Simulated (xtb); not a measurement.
C$_{2}$H$_{7}$Al (SMILES [CH3][AlH][CH3]), singlet, from a rough starting geometry (GFN-xTB shapes and energies of metal compounds can be far from the true ones).

The xtb input:
```
$ xtb mol.xyz --gfn 2 --opt vtight --json

# file mol.xyz
10

Al     0.54940176    -0.09629951    -0.31803665
C     -0.40274714    -1.68989952     0.39474002
H     -0.36218239    -2.55649172    -0.21909036
H     -1.48007573    -1.52433303     0.49824599
H     -0.02490511    -1.99863579     1.36833999
C      0.04550008     1.79961701    -0.14512918
H      0.69094487     2.38163149    -0.78653105
H      0.16217483     2.20475977     0.85451983
H     -0.97732699     1.98910152    -0.40244600
H      1.75097809    -0.49357554    -1.18244781
```

Task: Predict the dipole moment from GFN2-xTB (xtb).

Result: 1.44 D

Task: Give the total energy at the end of the optimisation at the level GFN2-xTB.

Result: -8.8845 Eh

Task: Give the HOMO-LUMO gap at the level GFN2-xTB.

Result: 4.80 eV
